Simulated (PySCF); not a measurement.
Calculated NMR data

PySCF calculation with NMR shieldings at PBE0/pcSseg-1/GIAO and GFN2-xTB geometry; no solvent model, non-relativistic, one conformer, fast rotation and ring inversion assumed for equivalent nuclei.

Referencing at the same level of theory: 1H (σref 31.72) and 13C (σref 186.93) against TMS. Where no couplings were computed, multiplicities follow the n + 1 count of equivalent neighbours, and m marks all less simple cases (inequivalent or close neighbours, rings, F or P nearby). Shifts are as computed. Against solution values, carbons near 30 ppm lie about +3 ppm off and those near 130 ppm about +5 ppm; carbons on Cl a further +6 ppm. Of 1211 compounds with measured shifts, 218 miss one by over three times the rms of a fit or turn the order of signals round; such compounds aren't used in these exercises. Carbons bonded to Cl come out too deshielded.

Compound 1 (C8H13Cl). 1H NMR (500 MHz, computed): δ 6.48 (m, 1H), 5.35 (m, 1H), 5.25 (m, 1H), 4.19 (m, 1H), 2.08 (m, 1H), 2.07 (m, 1H), 2.00 (m, 1H), 1.97 (m, 1H), 1.82 (m, 1H), 1.65 (m, 1H), 1.42 (m, 1H), 1.36 (m, 1H), 1.19 (m, 1H). 13C{1H} NMR (computed): δ 152.5 (CH), 120.2 (CH2), 69.1 (CH), 53.9 (CH), 38.5 (CH2), 29.7 (CH2), 29.7 (CH2), 22.9 (CH2). Structure: `C=C[C@@H]1CCCC[C@@H]1Cl`.

Compound 2 (C7H12O4). 1H NMR (500 MHz, computed): δ 5.13 (sept, 1H), 4.60 (q, 2H), 1.38 (d, 6H), 1.31 (t, 3H). 13C{1H} NMR (computed): δ 167.3 (C), 166.3 (C), 72.0 (CH), 63.6 (CH2), 23.2 (CH3), 16.6 (CH3). Structure: `C(C(OCC)=O)(=O)OC(C)C`.
